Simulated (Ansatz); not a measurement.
Total energies of C3H9BFNO (`CC(C)OB(N)F`).

Cartesian coordinates in Å:
```
C 0.593 -1.103 1.229
C -0.496 -0.388 0.456
C -1.492 0.301 1.361
O 0.085 0.612 -0.379
B 0.561 0.323 -1.617
N 1.161 1.317 -2.403
F 0.459 -0.924 -2.116
H 1.150 -0.391 1.843
H 0.162 -1.863 1.886
H 1.290 -1.598 0.550
H -1.021 -1.114 -0.175
H -2.255 0.815 0.773
H -1.985 -0.425 2.011
H -0.986 1.040 1.988
H 1.261 2.262 -2.083
H 1.511 1.135 -3.324
```

Total charge 0; spin multiplicity 1. The geometry is a stationary point of PBE0-D4/def2-TZVP. It is one conformer, not always the lowest. Basis def2-TZVPP, the Gaussian-basis code of Ansatz.

RPA on PBE orbitals: Hartree–Fock energy of these orbitals -372.53812 Eh, correlation -2.09676 Eh (frozen core).

| functional | energy without D4 (Eh) | D4 term (kJ/mol) |
| --- | --- | --- |
| LDA (SPW92) | -371.70545 | – |
| PBE | -374.27333 | -29.5 |
| revPBE | -374.59531 | -100.1 |
| BLYP | -374.60436 | -65.2 |
| B97M-V | -374.67724 | – |
| B3LYP | -374.74233 | -46.5 |
| HSE06 (plane-wave form) | -374.28767 | -22.9 |
| BHLYP | -374.54097 | -32.1 |
| CAM-B3LYP | -374.57943 | -24.8 |
| LC-ωPBE | -374.50629 | – |
| ωB97X-V | -374.61476 | – |
| ωB97M-V | -374.58551 | – |
| B2PLYP | -374.44806 | – |
| PBE-QIDH | -374.26253 | – |

Q: Give the same for r2SCAN, PBE0, r2SCANh, r2SCAN0. (An estimate is asked.)

A: Ansatz gave: 
```csv
functional,energy without D4 (Eh),D4 term (kJ/mol)
r2SCAN,-374.52998,-8.0
PBE0,-374.30705,-24.9
r2SCANh,-374.51345,-8.3
r2SCAN0,-374.49010,-9.1
```

B3LYP takes the VWN-RPA correlation (the form of Gaussian; ORCA's B3LYP/G). HSE06 is the plane-wave form, built on full-range PBE exchange. The double hybrids freeze the cores in their second-order part.

LC-ωPBE has ω = 0.4 bohr⁻¹.
